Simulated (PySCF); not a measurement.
Identify the unknown among the candidates.

All candidates are C8H8O.

| technique | computed result |
| --- | --- |
| Rotational structure | rotational constants A, B, C: 2.496, 1.362, 1.065 GHz [GFN2-xTB] |
| Polarisability | 89.0 au [PBE0/def2-SVPD] |
| NMR, other nuclei | isotropic shieldings of nuclei other than C and H, by class: 286 (1 O) ppm [GIAO PBE0/pcSseg-1] |
| UV, strongest line | among the 6 lowest singlet transitions: S3 at 6.70 eV (185 nm, f = 0.018) [TDDFT PBE0/def2-SVPD] |
| Triplet | lowest triplet excitation (Tamm–Dancoff): 5.35 eV [TDA PBE0/def2-SVPD] |
| 13C NMR | chemical shifts (computed TMS as zero) by class: 86.1 (1 C), 85.6 (1 C), 83.5 (1 C), 78.2 (1 C), 77.6 (1 C), 71.1 (1 C), 31.7 (1 C), 25.5 (1 C) ppm [GIAO PBE0/pcSseg-1] |
| Dipole | 1.63 D [PBE0/def2-SVPD] |
| 1H NMR | chemical shifts (computed TMS as zero) by class: 4.91 (1 H), 4.90 (1 H), 4.76 (1 H), 3.74 (1 H), 3.09 (1 H), 2.83 (1 H), 1.64 (1 H), 1.53 (1 H) ppm [GIAO PBE0/pcSseg-1] |
| UV, first state | lowest singlet excitation: 6.45 eV (192 nm, f = 0.005) [TDDFT PBE0/def2-SVPD] |

Gas-phase values; electronic properties from PySCF, density fitting. Levels stand in brackets. Geometry: GFN2-xTB, one conformer, isolated molecule. Each NMR value is the plain mean over a class of atoms that symmetry, rotation or inversion makes alike.

Task: Which candidate is it?
A. `C#CC(C#C)[C@@H]1CCO1`
B. `C=CC1=C[C@@H]2C=C[C@H]1O2`
C. `O[C@@]12[C@H]3C=C[C@@H]1[C@@H]2C=C3`
D. `CC#Cc1c(CC)c1=O`

Result: A. It is `C#CC(C#C)[C@@H]1CCO1`. Numbering: `[CH:1]#[C:2][CH:3]([C:4]#[CH:5])[C@@H:6]1[CH2:7][CH2:8][O:9]1`. Its formula, C8H8O, gives 5 degrees of unsaturation: 1 ring and 4 π bonds in the structure found. 8 carbons fall into 8 classes; from least to most shielded: ring sp3 carbon bound to oxygen [C6] (86.1 ppm), alkyne carbon [C2] (85.6 ppm), alkyne carbon [C4] (83.5 ppm), terminal alkyne carbon [C5] (78.2 ppm), terminal alkyne carbon [C1] (77.6 ppm), ring sp3 carbon bound to oxygen [C8] (71.1 ppm), propargylic carbon [C3] (31.7 ppm), four-membered-ring carbon [C7] (25.5 ppm). Hydrogen classes from least to most shielded: 1 H on an sp3 carbon bound to oxygen, C6 (4.91 ppm), 1 H on an sp3 carbon bound to oxygen, C8 (4.90 ppm), 1 H on an sp3 carbon bound to oxygen, C8 (4.76 ppm), 1 H on a propargylic carbon, C3 (3.74 ppm), 1 H on a four-membered-ring carbon, C7 (3.09 ppm), 1 H on a four-membered-ring carbon, C7 (2.83 ppm), 1 H on a terminal alkyne carbon, C1 (1.64 ppm), 1 H on a terminal alkyne carbon, C5 (1.53 ppm). The other shieldings belong to: 286 ppm, cyclic ether oxygen [O9]. The optimised geometry has point group C1 and is an asymmetric top.

The others, at the same levels:
- `C=CC1=C[C@@H]2C=C[C@H]1O2` fails: its computed lowest singlet excitation is 4.19 eV (296 nm, f = 0.076) (against 6.45 eV), lowest triplet excitation (Tamm–Dancoff) is 2.53 eV (against 5.35 eV) and static isotropic polarisability is 91.6 au (against 89.0 au).
- `CC#Cc1c(CC)c1=O` fails: its computed 13C shifts are 171.3 (1 C), 162.0 (1 C), 152.0 (1 C), 127.7 (1 C), 70.5 (1 C), 25.5 (1 C), 13.8 (1 C), 7.3 (1 C) ppm, 1H shifts are 2.58 (2 H), 2.50 (3 H), 1.56 (3 H) ppm and lowest singlet excitation is 3.45 eV (360 nm, f = 0.000) (against 6.45 eV).
- `O[C@@]12[C@H]3C=C[C@@H]1[C@@H]2C=C3` fails: it has 5 carbon classes against 8; its computed 13C shifts are 138.0 (2 C), 124.4 (2 C), 97.1 (1 C), 62.1 (1 C), 52.3 (2 C) ppm, 1H shifts are 6.08 (2 H), 5.05 (2 H), 3.40 (2 H), 3.02 (1 H), 1.84 (1 H) ppm and smallest rotational constant is 1.821 GHz (against 1.065 GHz).

Each candidate is one conformer, not necessarily the lowest. Dipoles, sizes and rotational constants follow the conformer. The torsions of the flexible species, by atom-mapped SMILES:
- `[CH:1]#[C:2][CH:3]([C:4]#[CH:5])[C@@H:6]1[CH2:7][CH2:8][O:9]1`: C2–C3–C6–C7 43°
- `[CH2:1]=[CH:2][C:3]1=[CH:4][C@@H:5]2[CH:6]=[CH:7][C@H:8]1[O:9]2`: C1–C2–C3–C4 173°
- `[CH3:1][C:2]#[C:3][c:4]1[c:5]([CH2:6][CH3:7])[c:8]1=[O:9]`: C4–C5–C6–C7 -175°

The conformers of `O[C@@]12[C@H]3C=C[C@@H]1[C@@H]2C=C3` aren't listed.
